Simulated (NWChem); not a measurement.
Molecule: WHO3Cl; SMILES [W](=[O])([OH])(=[O])[Cl]

```xyz
6

W      0.0349    -0.1933    -0.0031
O      0.8382    -0.6972     1.4045
O      0.9930    -0.6873    -1.3151
Cl    -0.1267     2.0838    -0.0010
O     -1.6259    -1.0468    -0.1173
H     -2.0700    -1.6666     0.4718
```
Atoms are numbered in this order, from 1.

Computed with NWChem. Geometry: optimised at PBE0/def2-SVP. def2 effective core potentials on W; no spin-orbit coupling.

Task: Predict the results for Hartree-Fock/def2-SVP. Quantities: highest occupied level (eV); orbital gap (eV); dipole (D).

Result: 
- highest occupied level (eV): -13.27
- orbital gap (eV): 14.35
- dipole (D): 3.66
